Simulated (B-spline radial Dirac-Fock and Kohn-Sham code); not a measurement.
Ni²³⁺: eigenvalues, ΔSCF and the reference

System: nickel as Ni²³⁺ in the configuration [He] 2s2 2p1.

The density-functional columns are spherical, spin-unpolarised Dirac-Kohn-Sham results without Breit or QED terms: −ε is minus the orbital energy of the initial state and ΔSCF the difference of two total energies. The reference in the last column comes from ΔSCF Dirac-Fock with Breit, self-energy and vacuum polarisation, finite nucleus, configuration average. All numbers are from a radial finite-basis atomic code, in eV; a selection of levels is shown. For the 1s level of heavy atoms much of the gap between ΔSCF and the reference is the Breit and QED part, -13.4 eV here; for other levels the error of the functional can be larger.

```csv
level,LDA −ε,LDA ΔSCF,Dirac-Fock
K,9638.6,9845.4,9824.6
L1,2140.0,2189.7,2183.3
"L2,3",2055.0,2113.5,2119.0
```

Values without a named source are computed, but for edge energies of neutral atoms, which are taken from tables.
